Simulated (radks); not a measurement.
All-electron atom: Ir4+ in [Xe] 4f14 5d5. All-electron calculation, Dirac Kohn-Sham, BLYP, spin-unpolarised, spherical densities, finite nucleus; open shells fill j = l - 1/2 first; Fermi nuclear charge, rms radius 5.4032 fm. Program: a radial shooting solver on a logarithmic mesh with Libxc functionals.

Unscreened Slater integrals over Kohn-Sham orbitals (eV). Large and small components are both included. Empty in this configuration: 6s1/2.

| integral | value |
|---|---|
| F0(5d5/2,5d5/2) | 16.276 |
| F2(5d5/2,5d5/2) | 8.5785 |
| F4(5d5/2,5d5/2) | 5.7236 |
| F0(5d5/2,5d3/2) | 16.488 |
| F2(5d5/2,5d3/2) | 8.6823 |
| G2(5d5/2,5d3/2) | 8.6724 |
| G4(5d5/2,5d3/2) | 5.7871 |
| F0(5d5/2,5p3/2) | 18.257 |
| F2(5d5/2,5p3/2) | 9.2121 |
| G1(5d5/2,5p3/2) | 11.193 |
| G3(5d5/2,5p3/2) | 6.9545 |
| F0(5d5/2,4f7/2) | 20.864 |
| F2(5d5/2,4f7/2) | 5.0014 |
| F4(5d5/2,4f7/2) | 2.3554 |
| G1(5d5/2,4f7/2) | 1.7033 |
| G3(5d5/2,4f7/2) | 1.5877 |
| G5(5d5/2,4f7/2) | 1.2656 |
| F0(5d5/2,6s1/2) | 12.333 |
| G2(5d5/2,6s1/2) | 3.1032 |
| F0(5d3/2,5d3/2) | 16.711 |
| F2(5d3/2,5d3/2) | 8.8025 |
| F0(5d3/2,5p3/2) | 18.579 |
| F2(5d3/2,5p3/2) | 9.4795 |
| G1(5d3/2,5p3/2) | 11.684 |
| G3(5d3/2,5p3/2) | 7.2584 |
| F0(5d3/2,4f7/2) | 21.370 |
| F2(5d3/2,4f7/2) | 5.2679 |
| G3(5d3/2,4f7/2) | 1.7077 |
| G5(5d3/2,4f7/2) | 1.3567 |
| F0(5d3/2,6s1/2) | 12.407 |
| G2(5d3/2,6s1/2) | 2.9085 |
| F0(5p3/2,5p3/2) | 21.388 |
| F2(5p3/2,5p3/2) | 11.558 |
| F0(5p3/2,4f7/2) | 26.321 |
| F2(5p3/2,4f7/2) | 8.1581 |
| G2(5p3/2,4f7/2) | 3.1772 |
| G4(5p3/2,4f7/2) | 2.6678 |
| F0(5p3/2,6s1/2) | 12.986 |
| G1(5p3/2,6s1/2) | 1.2590 |
| F0(4f7/2,4f7/2) | 46.374 |
| F2(4f7/2,4f7/2) | 22.825 |
| F4(4f7/2,4f7/2) | 14.488 |
| F6(4f7/2,4f7/2) | 10.472 |
| F0(4f7/2,6s1/2) | 14.001 |
| G3(4f7/2,6s1/2) | 0.50435 |
| F0(6s1/2,6s1/2) | 10.715 |
